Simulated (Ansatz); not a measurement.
A short molecular-dynamics run on C$_{3}$H$_{8}$AlN (`C=[N][AlH][CH2]C`).

```yaml
crystal:
  periodic: [false, false, false]
  atoms:
    - {symbol: C, position_ang: [0.289953, 2.083170, 2.491959]}
    - {symbol: N, position_ang: [0.469579, 1.162904, 1.677117]}
    - {symbol: Al, position_ang: [0.716619, -0.128849, 0.517501]}
    - {symbol: C, position_ang: [-0.528432, -0.291192, -0.985634]}
    - {symbol: C, position_ang: [-0.366797, -1.549205, -1.839249]}
    - {symbol: H, position_ang: [0.736537, 3.082646, 2.366627]}
    - {symbol: H, position_ang: [-0.327065, 1.962506, 3.396843]}
    - {symbol: H, position_ang: [1.958112, -1.077560, 0.784071]}
    - {symbol: H, position_ang: [-0.414727, 0.604373, -1.609761]}
    - {symbol: H, position_ang: [-1.549262, -0.226325, -0.590133]}
    - {symbol: H, position_ang: [-0.524661, -2.459724, -1.254485]}
    - {symbol: H, position_ang: [-1.075991, -1.575174, -2.672175]}
    - {symbol: H, position_ang: [0.636532, -1.622269, -2.267982]}
basis:
  gaussian: {orbitals: "6-31G*"}
hamiltonian: {xc: {name: BLYP}, dispersion: d3bj}
md: {timestep: 2 fs, n_steps: 50, ensemble: nvt_nose_hoover, temperature: 300, initial_velocities: maxwell_boltzmann, seed: 929}
```

```sh
$ ansatz run in.yaml --threads 4 --pin off --events-out ev --progress --plain --max-ram 10444MiB
```

| step | time (fs) | potential energy (eV) | kinetic (eV) | T (K) | conserved (eV) |
| --- | --- | --- | --- | --- | --- |
| 0 | 0.0 | -11325.8859 | 0.4266 | 300 | -11325.4593 |
| 1 | 2.0 | -11325.7354 | 0.3212 | 226 | -11325.4143 |
| 2 | 4.0 | -11325.7028 | 0.2670 | 188 | -11325.4359 |
| 3 | 6.0 | -11325.6475 | 0.2191 | 154 | -11325.4285 |
| 4 | 8.0 | -11325.6212 | 0.2089 | 147 | -11325.4127 |
| 5 | 10.0 | -11325.7958 | 0.3466 | 244 | -11325.4500 |
| 6 | 12.0 | -11325.7423 | 0.3184 | 224 | -11325.4251 |
| 7 | 14.0 | -11325.7173 | 0.2890 | 203 | -11325.4299 |
| 8 | 16.0 | -11325.7416 | 0.3065 | 216 | -11325.4373 |
| 9 | 18.0 | -11325.6713 | 0.2520 | 177 | -11325.4221 |
| 10 | 20.0 | -11325.7081 | 0.2758 | 194 | -11325.4359 |
| 11 | 22.0 | -11325.6624 | 0.2328 | 164 | -11325.4339 |
| 12 | 24.0 | -11325.6191 | 0.2050 | 144 | -11325.4190 |
| 13 | 26.0 | -11325.7283 | 0.2914 | 205 | -11325.4427 |
| 14 | 28.0 | -11325.6719 | 0.2525 | 178 | -11325.4263 |
| 15 | 30.0 | -11325.6587 | 0.2376 | 167 | -11325.4291 |
| 16 | 32.0 | -11325.6273 | 0.1954 | 137 | -11325.4408 |
| 17 | 34.0 | -11325.5251 | 0.1258 | 89 | -11325.4090 |
| 18 | 36.0 | -11325.6467 | 0.2137 | 150 | -11325.4437 |
| 19 | 38.0 | -11325.6085 | 0.1944 | 137 | -11325.4260 |
| 20 | 40.0 | -11325.6002 | 0.1933 | 136 | -11325.4201 |
| 21 | 42.0 | -11325.6752 | 0.2440 | 172 | -11325.4459 |
| 22 | 44.0 | -11325.5821 | 0.1888 | 133 | -11325.4097 |
| 23 | 46.0 | -11325.6622 | 0.2375 | 167 | -11325.4427 |
| 24 | 48.0 | -11325.6081 | 0.1993 | 140 | -11325.4286 |
| 25 | 50.0 | -11325.5418 | 0.1494 | 105 | -11325.4138 |
| 26 | 52.0 | -11325.6438 | 0.2237 | 157 | -11325.4432 |
| 27 | 54.0 | -11325.6026 | 0.2143 | 151 | -11325.4136 |
| 28 | 56.0 | -11325.6939 | 0.2796 | 197 | -11325.4421 |
| 29 | 58.0 | -11325.6505 | 0.2474 | 174 | -11325.4337 |
| 30 | 60.0 | -11325.5170 | 0.1388 | 98 | -11325.4109 |
| 31 | 62.0 | -11325.5890 | 0.1864 | 131 | -11325.4372 |
| 32 | 64.0 | -11325.5536 | 0.1674 | 118 | -11325.4229 |
| 33 | 66.0 | -11325.5876 | 0.2004 | 141 | -11325.4262 |
| 34 | 68.0 | -11325.6690 | 0.2694 | 189 | -11325.4417 |
| 35 | 70.0 | -11325.5715 | 0.2027 | 143 | -11325.4140 |
| 36 | 72.0 | -11325.6401 | 0.2596 | 183 | -11325.4290 |
| 37 | 74.0 | -11325.6571 | 0.2662 | 187 | -11325.4430 |
| 38 | 76.0 | -11325.5367 | 0.1814 | 128 | -11325.4106 |
| 39 | 78.0 | -11325.6132 | 0.2321 | 163 | -11325.4394 |
| 40 | 80.0 | -11325.5454 | 0.1896 | 133 | -11325.4173 |
| 41 | 82.0 | -11325.5841 | 0.2319 | 163 | -11325.4169 |
| 42 | 84.0 | -11325.6990 | 0.3183 | 224 | -11325.4497 |
| 43 | 86.0 | -11325.5633 | 0.2263 | 159 | -11325.4102 |
| 44 | 88.0 | -11325.5593 | 0.2056 | 145 | -11325.4303 |
| 45 | 90.0 | -11325.4907 | 0.1500 | 106 | -11325.4201 |
| 46 | 92.0 | -11325.4597 | 0.1350 | 95 | -11325.4065 |
| 47 | 94.0 | -11325.6079 | 0.2520 | 177 | -11325.4409 |
| 48 | 96.0 | -11325.5520 | 0.2302 | 162 | -11325.4106 |
| 49 | 98.0 | -11325.5695 | 0.2398 | 169 | -11325.4225 |
| 50 | 100.0 | -11325.5845 | 0.2543 | 179 | -11325.4271 |

Velocities are drawn at the set temperature; a run this short doesn't reach equilibrium.

Frames (Å, forces in eV/Å):

```xyz
13
time=0.0 fs
C     0.290    2.083    2.492   -0.157    0.790    0.699
N     0.470    1.163    1.677    0.155   -0.660   -0.553
Al    0.717   -0.129    0.518    0.200   -0.417   -0.238
C    -0.528   -0.291   -0.986   -0.020    0.205    0.153
C    -0.367   -1.549   -1.839    0.046   -0.143   -0.066
H     0.737    3.083    2.367    0.116    0.338    0.011
H    -0.327    1.963    3.397   -0.188    0.019    0.304
H     1.958   -1.078    0.784    0.124   -0.065    0.053
H    -0.415    0.604   -1.610    0.024    0.261   -0.208
H    -1.549   -0.226   -0.590   -0.321    0.012    0.097
H    -0.525   -2.460   -1.254   -0.058   -0.299    0.184
H    -1.076   -1.575   -2.672   -0.241   -0.014   -0.287
H     0.637   -1.622   -2.268    0.320   -0.026   -0.150
13
time=8.0 fs
C     0.286    2.089    2.510   -0.248   -1.795   -0.778
N     0.476    1.152    1.659   -0.061    2.233    1.381
Al    0.717   -0.119    0.520    0.864   -1.040   -0.361
C    -0.491   -0.263   -0.987   -1.494    0.479   -1.907
C    -0.397   -1.586   -1.848    1.825    1.762   -0.529
H     0.755    3.076    2.511    0.310    0.364   -0.225
H    -0.413    1.881    3.325   -0.267    0.303    0.581
H     1.963   -1.076    0.935   -0.302    0.109   -0.204
H    -0.443    0.635   -1.731    0.130   -1.033    1.110
H    -1.561   -0.224   -0.636    0.570    0.185    0.147
H    -0.411   -2.428   -1.202    0.089   -1.288    0.746
H    -1.221   -1.696   -2.557   -0.100    0.122   -0.345
H     0.619   -1.553   -2.393   -1.315   -0.401    0.385
13
time=16.0 fs
C     0.265    2.057    2.530   -0.354    2.346    1.995
N     0.484    1.204    1.674    0.182   -1.797   -1.577
Al    0.732   -0.128    0.514   -0.222    0.332   -0.046
C    -0.501   -0.254   -1.041    0.405    0.304   -0.104
C    -0.402   -1.596   -1.834    0.235   -0.352   -0.961
H     0.824    3.038    2.556   -0.215   -0.286    0.009
H    -0.495    1.982    3.371    0.318   -0.190   -0.445
H     1.875   -1.072    1.005    0.319   -0.375   -0.001
H    -0.364    0.648   -1.711   -0.240   -0.705    0.398
H    -1.495   -0.140   -0.544    0.152   -0.091   -0.430
H    -0.266   -2.495   -1.184   -0.226    0.411   -0.152
H    -1.310   -1.763   -2.469    0.232   -0.012    0.397
H     0.454   -1.656   -2.589   -0.588    0.416    0.917
13
time=24.0 fs
C     0.240    2.086    2.593    0.804   -1.146   -1.926
N     0.492    1.216    1.657   -0.726    1.218    1.880
Al    0.746   -0.135    0.507    0.111   -0.180    0.142
C    -0.492   -0.258   -1.087    0.839   -1.208    1.669
C    -0.416   -1.604   -1.836   -1.471   -1.056    1.418
H     0.869    3.016    2.614   -0.476   -0.201    0.318
H    -0.570    1.986    3.373    0.473   -0.050   -0.440
H     1.882   -1.207    1.033   -0.405    0.353   -0.281
H    -0.352    0.579   -1.709    0.239    1.342   -1.286
H    -1.453   -0.099   -0.603   -0.669   -0.085    0.136
H    -0.192   -2.497   -1.146   -0.112    0.981   -0.717
H    -1.409   -1.849   -2.293    0.445    0.082   -0.018
H     0.316   -1.586   -2.608    0.948   -0.051   -0.895
13
time=32.0 fs
C     0.249    2.077    2.584   -0.484    0.748    1.099
N     0.479    1.253    1.689    0.953   -2.012   -2.146
Al    0.758   -0.140    0.503   -1.100    1.469    0.222
C    -0.458   -0.256   -1.092   -0.552   -0.236    0.316
C    -0.452   -1.621   -1.835    0.219   -0.012    1.452
H     0.781    3.018    2.798    0.468    0.308   -0.356
H    -0.563    1.920    3.294   -0.635   -0.110    0.599
H     1.755   -1.235    0.943    0.481   -0.417    0.219
H    -0.346    0.534   -1.832    0.232    0.529   -0.204
H    -1.494   -0.112   -0.729    0.064    0.207    0.364
H    -0.082   -2.412   -1.154   -0.173   -0.218   -0.207
H    -1.434   -1.918   -2.208   -0.271   -0.035   -0.181
H     0.243   -1.551   -2.636    0.798   -0.222   -1.178
13
time=40.0 fs
C     0.233    2.082    2.610    0.197   -1.640   -1.434
N     0.495    1.237    1.667    0.022    0.926    1.066
Al    0.753   -0.120    0.505   -0.057   -0.184    0.124
C    -0.443   -0.249   -1.092   -0.438    0.860   -1.024
C    -0.460   -1.640   -1.818    0.768    0.794   -1.760
H     0.800    3.014    2.798    0.039    0.005   -0.172
H    -0.603    1.874    3.303   -0.047    0.184    0.203
H     1.770   -1.354    0.916   -0.312    0.594   -0.060
H    -0.257    0.568   -1.899   -0.226   -0.912    1.207
H    -1.484   -0.026   -0.703    0.692   -0.090   -0.241
H    -0.051   -2.442   -1.245    0.322   -0.907    0.911
H    -1.449   -1.951   -2.165   -0.412    0.058    0.103
H     0.177   -1.653   -2.777   -0.548    0.310    1.076
13
time=48.0 fs
C     0.220    2.033    2.595    0.076    0.871    0.447
N     0.516    1.238    1.669   -0.283   -0.672   -0.054
Al    0.741   -0.100    0.508   -0.630    0.106   -0.428
C    -0.434   -0.246   -1.107    0.941    0.667   -0.051
C    -0.452   -1.660   -1.813   -0.271    0.623   -1.054
H     0.819    2.977    2.693   -0.362   -0.100    0.265
H    -0.619    1.920    3.369    0.640   -0.144   -0.697
H     1.706   -1.245    0.897    0.558   -0.393    0.288
H    -0.149    0.602   -1.812   -0.390   -0.885    0.384
H    -1.405    0.057   -0.674   -0.219   -0.218   -0.324
H    -0.075   -2.508   -1.211    0.267    0.256    0.030
H    -1.517   -1.922   -2.023    0.411    0.035   -0.238
H     0.120   -1.627   -2.821   -0.739   -0.147    1.432
13
time=56.0 fs
C     0.224    2.017    2.579   -0.112    0.717    0.540
N     0.528    1.213    1.668   -0.133    0.034   -0.062
Al    0.721   -0.082    0.505    0.671   -1.228   -0.040
C    -0.398   -0.242   -1.104   -0.117   -1.175    0.549
C    -0.470   -1.652   -1.801    0.132   -0.217    1.254
H     0.735    2.998    2.709    0.018   -0.027   -0.031
H    -0.581    1.840    3.330    0.042   -0.122   -0.055
H     1.829   -1.207    0.986   -0.364    0.413   -0.237
H    -0.131    0.509   -1.802    0.427    1.074   -1.124
H    -1.403    0.025   -0.801   -0.671    0.290    0.333
H     0.005   -2.452   -1.145   -0.557    0.492   -0.710
H    -1.532   -1.916   -1.997    0.380   -0.128    0.037
H     0.062   -1.634   -2.746    0.284   -0.122   -0.455
13
time=64.0 fs
C     0.225    2.029    2.584    0.505   -1.179   -1.341
N     0.534    1.193    1.667   -0.277    1.784    0.948
Al    0.711   -0.088    0.498    0.239   -0.414   -0.258
C    -0.378   -0.238   -1.109   -1.302   -0.143   -0.130
C    -0.478   -1.628   -1.772    0.001   -1.179    1.814
H     0.664    3.029    2.725    0.205    0.141   -0.140
H    -0.529    1.722    3.284   -0.809    0.096    1.066
H     1.847   -1.036    0.981    0.377   -0.479   -0.023
H    -0.092    0.464   -1.880    0.378    0.681   -0.392
H    -1.424    0.066   -0.880    0.263    0.161    0.260
H     0.007   -2.440   -1.174   -0.309    0.203    0.015
H    -1.489   -1.982   -1.993   -0.461    0.141    0.194
H     0.026   -1.687   -2.682    1.188    0.187   -2.013
13
time=72.0 fs
C     0.214    2.005    2.581   -0.671    1.488    1.983
N     0.533    1.223    1.684    0.174   -1.596   -1.793
Al    0.710   -0.105    0.488    0.771   -0.021    0.478
C    -0.398   -0.222   -1.139    0.205    1.472   -0.196
C    -0.465   -1.649   -1.746   -0.318    0.740   -1.276
H     0.646    3.030    2.658    0.000    0.039    0.014
H    -0.514    1.777    3.421    0.277   -0.015   -0.423
H     1.979   -1.038    0.918   -0.374    0.109   -0.237
H     0.038    0.527   -1.909   -0.633   -0.888    0.937
H    -1.396    0.220   -0.830    0.577   -0.512   -0.499
H    -0.061   -2.436   -1.135    0.621   -0.564    0.596
H    -1.511   -1.939   -1.907   -0.170   -0.030   -0.317
H     0.075   -1.655   -2.738   -0.459   -0.222    0.734
13
time=80.0 fs
C     0.195    2.028    2.625    0.620   -1.200   -1.505
N     0.529    1.217    1.659   -1.049    1.232    2.173
Al    0.723   -0.122    0.486   -0.055    0.340   -0.055
C    -0.407   -0.185   -1.154    1.064    0.184   -0.172
C    -0.470   -1.667   -1.726    0.223    1.242   -1.963
H     0.627    3.056    2.602   -0.251   -0.139    0.279
H    -0.493    1.799    3.521    0.642   -0.009   -1.014
H     1.985   -1.048    0.750    0.047   -0.122    0.022
H     0.104    0.539   -1.879   -0.635   -0.742    0.519
H    -1.394    0.244   -0.921   -0.085   -0.098   -0.200
H    -0.026   -2.405   -1.056    0.009   -0.339    0.092
H    -1.537   -1.902   -1.928    0.370   -0.307    0.070
H     0.096   -1.723   -2.760   -0.899   -0.041    1.753
13
time=88.0 fs
C     0.213    2.018    2.600   -0.504    1.314    1.382
N     0.492    1.236    1.691    1.034   -2.224   -2.555
Al    0.736   -0.131    0.484   -0.296    1.003    0.246
C    -0.391   -0.164   -1.154    0.020   -1.835    0.354
C    -0.486   -1.640   -1.717    0.691   -1.146    0.325
H     0.528    3.085    2.662    0.182    0.013   -0.202
H    -0.412    1.708    3.437   -0.468   -0.078    0.736
H     1.997   -1.115    0.580   -0.106    0.129    0.208
H     0.055    0.463   -1.890    0.769    0.821   -0.969
H    -1.398    0.196   -1.094   -0.956    0.568    0.524
H    -0.049   -2.412   -1.008   -0.328    0.543   -0.328
H    -1.507   -2.020   -1.928    0.026    0.457    0.151
H     0.089   -1.833   -2.649   -0.064    0.436    0.130
13
time=96.0 fs
C     0.207    2.029    2.619    0.492   -1.570   -1.972
N     0.483    1.198    1.661   -0.045    1.425    1.483
Al    0.742   -0.119    0.486   -0.215    0.267   -0.643
C    -0.387   -0.176   -1.170   -0.539   -0.158    0.582
C    -0.483   -1.636   -1.702   -1.281   -0.173    3.130
H     0.502    3.097    2.638    0.146   -0.086   -0.179
H    -0.376    1.684    3.465   -0.432   -0.019    0.717
H     1.984   -1.138    0.536   -0.085    0.167    0.279
H     0.088    0.426   -1.934    0.408    0.541   -0.412
H    -1.402    0.267   -1.068    0.280   -0.083    0.201
H    -0.112   -2.372   -0.938   -0.051    0.162   -0.445
H    -1.518   -1.942   -1.885   -0.219    0.023   -0.259
H     0.083   -1.758   -2.549    1.541   -0.494   -2.483
13
time=100.0 fs
C     0.200    2.012    2.617    0.529   -1.243   -1.644
N     0.483    1.188    1.654   -0.467    1.546    2.145
Al    0.744   -0.110    0.483   -0.721    0.394   -0.927
C    -0.391   -0.182   -1.179    1.284    0.120    0.749
C    -0.486   -1.642   -1.675    0.369    0.038   -1.382
H     0.524    3.077    2.581   -0.011   -0.153    0.021
H    -0.369    1.727    3.530    0.018   -0.044   -0.206
H     1.932   -1.094    0.575    0.592   -0.383    0.298
H     0.131    0.432   -1.928   -0.029    0.193   -0.080
H    -1.337    0.303   -0.992   -0.799    0.176   -0.010
H    -0.115   -2.370   -0.923   -0.149   -0.099   -0.372
H    -1.550   -1.859   -1.914    0.410   -0.344   -0.061
H     0.156   -1.745   -2.647   -1.027   -0.199    1.470
```

Run time 55 s (4 threads of an Arm Neoverse V1 on a shared host); peak host memory 0.56 GiB.
